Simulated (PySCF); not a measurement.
C4HCl2F, SMILES FC(C#C)=C(Cl)Cl.

Coordinates come from a PBE0-D3(BJ)/def2-SVP optimisation. The structure was generated by enumeration, and PubChem lists no compound with its InChIKey, so it may never have been made.

These are r2SCAN/def2-TZVP (PySCF) values and carry that method's errors.

Isolated molecule, no solvent.

```
Quantity                                                                                                        Result
---------------------------------------------------------------------------------------------  -----------------------
total energy                                                                                       -1173.09956 hartree
point group                                                                                                         Cs
highest occupied level                                                                                        -6.19 eV
lowest empty level                                                                                            -2.31 eV
orbital gap                                                                                                    3.88 eV
dipole moment                                                                                                   1.44 D
quadrupole, principal values (traceless, Buckingham form, about the centre of nuclear charge)  -6.06, -4.79, 10.85 D·Å
mean static polarisability                                                                       75.6 bohr³ (11.20 Å³)
polarisability, principal values                                                               40.1, 68.4, 118.2 bohr³
```
